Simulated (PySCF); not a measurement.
Computed shifts of a molecule C4H8ClF, PySCF with PBE/pcSseg-1, GIAO, gas phase, equivalent atoms averaged, in ppm (number of nuclei): ¹³C: 119.3 (1), 50.8 (1), 26.5 (1), 18.5 (1). ¹⁹F: -169.6 (1). ¹H: 6.50 (1), 2.22 (1), 1.89 (1), 1.87 (1), 1.48 (1), 1.34 (3). References: ¹³C against TMS (σ = 182.0 ppm); ¹⁹F against CFCl3 (σ = 133.6 ppm); ³⁵Cl against HCl (σ = 936.5 ppm); ¹H against TMS (σ = 31.49 ppm), references at their B3LYP-D3(BJ)/def2-TZVP geometries, non-relativistic (without spin–orbit terms, shifts of atoms bonded to Cl or Br come out too high). Geometry optimised at B3LYP-D3(BJ)/def2-SVP. One conformer was computed; it need not be the lowest.

**Question.** Identify the compound among the candidates.
A) CC[C@@](C)(F)Cl
B) C[C@H](F)[C@H](C)Cl
C) CCC[C@@H](F)Cl
D) C[C@H](F)CCCl

**Answer.** C, CCC[C@@H](F)Cl
